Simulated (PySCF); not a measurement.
Cl5OSi2, SMILES Cl[Si](Cl)O[Si](Cl)(Cl)Cl (connectivity only; charge and spin as stated), charge +1, multiplicity 1.

The structure is a stationary point at ωB97X-D3(BJ)/def2-SVP. The multiplicity is an assumed one; other spin states were not compared. The isomer is the one that the SMILES or the coordinates give; other isomers of the formula were not compared. The values are those of a single conformer.

These are TDA-ωB97X/def2-SVPD in PySCF 2.14.0 values and carry that method's errors.

Vertical excitations.  State labels are in the subgroup Cs.

Computed excitation energies, oscillator strengths and character:
| state | symmetry | energy (eV) | λ (nm) | f | main pairs |
|---|---|---|---|---|---|
| S1 | A" | 6.63 | 187 | 0.000 | HOMO−6→LUMO 94 % |
| S2 | A' | 6.98 | 178 | 0.000 | HOMO−6→LUMO+1 91 % |
| S3 | A" | 7.02 | 177 | 0.000 | HOMO−2→LUMO 69 % |
| S4 | A' | 7.04 | 176 | 0.001 | HOMO→LUMO 95 % |
| S5 | A" | 7.14 | 174 | 0.000 | HOMO→LUMO+1 90 % |
| S6 | A' | 7.25 | 171 | 0.017 | HOMO−2→LUMO+1 58 %, HOMO−1→LUMO 19 % |
| T1 | A" | 6.46 | 192 | 0 | HOMO−6→LUMO 94 % |
| T2 | A' | 6.50 | 191 | 0 | HOMO−6→LUMO+1 90 % |
Triplets are in the Tamm–Dancoff approximation.
